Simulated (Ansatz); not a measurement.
Geometry optimisation, UKS B3LYP/6-31G (Ansatz).

Input:

```yaml
crystal:
  periodic: [false, false, false]
  atoms:
    - { symbol: C, position_ang: [-1.61645, -0.52311, 1.23084] }
    - { symbol: Si, position_ang: [-0.14513, -1.00872, 0.12212] }
    - { symbol: C, position_ang: [0.96165, 0.09017, -0.64145] }
    - { symbol: Si, position_ang: [1.89415, 1.30474, -1.45635] }
    - { symbol: H, position_ang: [-2.11887, -1.37495, 1.68892] }
    - { symbol: H, position_ang: [-1.28154, 0.1333, 2.03101] }
    - { symbol: H, position_ang: [-2.35842, 0.03035, 0.65901] }
    - { symbol: H, position_ang: [-0.122, -2.48108, 0.0967] }
    - { symbol: H, position_ang: [3.10729, 1.9537, -0.93438] }
    - { symbol: H, position_ang: [1.6793, 1.8756, -2.79641] }
magnetization:
  spin_polarized: true
basis:
  gaussian: { orbitals: "6-31G" }
hamiltonian:
  xc: b3lyp
relax:
  f_tol: 0.02
  max_steps: 40
```

Command:

```bash
$ ansatz run input.yaml --threads 1 --pin off --max-ram 2048MiB --backend cpu --events-out ev --progress --plain --runs-dir out
```

Task: Where does it end, and by what steps?

Result: The run converged. The force dipped under the threshold on the way, but the program's further checks kept it going. Limits of this set-up: no polarisation functions. After 21 steps the energy has fallen by 0.173 eV; H5 moved furthest, 0.68 Å.

```
step  energy less start (eV)  largest force component (eV/Å)  accepted
   0                  0.0000                           0.772       yes
   1                 -0.1427                           0.318       yes
   2                 -0.1518                           0.084       yes
   3                 -0.1538                           0.065       yes
   4                 -0.1575                           0.037       yes
   5                 -0.1276                           0.929        no
   6                 -0.1582                           0.013       yes
   7                 -0.1585                           0.022       yes
   8                 -0.1588                           0.022       yes
   9                 -0.1567                           0.263        no
  10                 -0.1597                           0.038       yes
  11                 -0.1597                           0.175       yes
  12                 -0.1589                           0.177        no
  13                 -0.1625                           0.061       yes
  14                 -0.1647                           0.034       yes
  15                 -0.1663                           0.151       yes
  16                 -0.1682                           0.084       yes
  17                 -0.1707                           0.008       yes
  18                 -0.1596                           0.486        no
  19                 -0.1720                           0.010       yes
  20                 -0.1715                           0.158        no
  21                 -0.1728                           0.017       yes
```

```xyz
10
Properties=species:S:1:pos:R:3
C -1.629 -0.491 1.257
Si -0.227 -0.943 0.043
C 0.860 0.166 -0.667
Si 1.946 1.267 -1.387
H -1.623 -1.172 2.116
H -1.498 0.534 1.613
H -2.605 -0.571 0.764
H -0.150 -2.406 -0.278
H 3.258 1.650 -0.777
H 1.669 1.965 -2.683
```

Whether the end is a true minimum wasn't checked by a vibrational analysis.

Time of the run: 47 s on 1 thread of Intel(R) Xeon(R) 6975P-C (Granite Rapids) (shared host), peak memory 0.19 GiB.
